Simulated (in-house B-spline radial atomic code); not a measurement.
A calculation on Be⁺: its settings, and results tabulated from the run. Method: non-relativistic revTPSS, spin-polarised, spherical fractional occupations, point nucleus. Calculated with an all-electron radial atomic-structure program (B-spline basis).

Command:
```bash
python run_scf.py task.json out
```
Settings:
```
Z                4
configuration    [He] 2s1
hamiltonian      nr
method           revtpss,revtpss
spin_polarised   True
```

Output (hartree, bohr):
```
 radial grid: 39 intervals, B-splines of order 8, outer radius 23.5294 bohr

 iter        energy (Eh)    residual
    1         -14.337493    1.06e-02
    2         -14.338488    1.07e-03
    3         -14.338493    6.01e-04
    4         -14.338494    3.39e-04
    5         -14.338494    4.45e-05
    6         -14.338494    4.35e-06
    7         -14.338494    5.41e-07
    8         -14.338494    2.72e-08

 total energy                       -14.33849
 kinetic                              14.2860
 electron-nucleus                    -31.9015
 Hartree                               5.8448
 exchange-correlation                 -2.5678

 orbital      occ     eigenvalue          <r>       <r^2>       <1/r>       r_max
 1s up      1.000        -4.3992      0.41622    0.235499     3.68283      0.2665
 1s down    1.000        -4.3822     0.417415    0.236703     3.67318      0.2671
 2s up      1.000        -0.5347      2.25458     5.94455    0.619358        1.89
```

Cost of the run: 0.06 s on 1 thread of Arm Neoverse V2, with other jobs on the host.
